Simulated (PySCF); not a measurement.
C₃H₄F₂Si, SMILES C#CC(F)(F)[SiH3].

Geometry optimised at PBE-D3(BJ)/def2-SVP. The structure was generated by enumeration, and PubChem lists no compound with its InChIKey, so it may never have been made.

Level of theory: PBE-D3(BJ)/def2-SVP in PySCF 2.14.0.

Frequencies are harmonic and unscaled.

**Question.** List the normal modes with their intensities. (Estimate from the structure and the level; the computed values follow.)

**Answer.** 
```tsv
mode	ν (cm⁻¹)	IR (km/mol)	Raman (Å⁴/amu)	depolarisation	moving atoms (share of kinetic energy)
1	115	0.8	3.8	0.73	C 42 %, Si 25 %, H 18 %, F 15 %
2	149	0.5	1.6	0.75	H 85 %, C 11 %
3	182	0.7	6.4	0.75	F 43 %, C 34 %, H 23 %
4	198	0.2	0.2	0.75	F 62 %, H 16 %, C 12 %, Si 10 %
5	286	3.3	5.0	0.71	F 37 %, C 33 %, Si 17 %, H 14 %
6	412	12.1	5.7	0.30	Si 35 %, C 35 %, F 20 %, H 10 %
7	457	9.4	1.9	0.75	F 52 %, C 41 %
8	525	15.6	2.6	0.75	C 56 %, F 21 %, H 21 %
9	592	17.5	11.1	0.70	H 71 %, C 15 %, Si 11 %
10	620	24.4	12.2	0.75	H 62 %, F 18 %, Si 11 %, C 9 %
11	657	23.0	8.0	0.27	H 55 %, C 29 %, F 14 %
12	668	16.7	5.9	0.01	F 43 %, H 31 %, C 23 %
13	695	26.4	1.2	0.75	H 76 %, C 23 %
14	861	231.9	11.0	0.74	H 89 %, Si 8 %
15	899	18.7	21.1	0.75	H 95 %
16	903	30.1	17.8	0.75	H 96 %
17	1021	154.8	5.5	0.75	C 69 %, F 28 %
18	1026	37.1	31.6	0.47	C 84 %, F 10 %
19	1111	140.4	4.3	0.30	C 83 %, F 15 %
20	2161	17.3	201.4	0.26	C 91 %, H 9 %
21	2182	35.6	237.8	0.02	H 99 %
22	2203	81.3	66.1	0.75	H 96 %
23	2204	81.1	116.3	0.70	H 96 %
24	3403	69.9	37.1	0.25	H 86 %, C 14 %
```
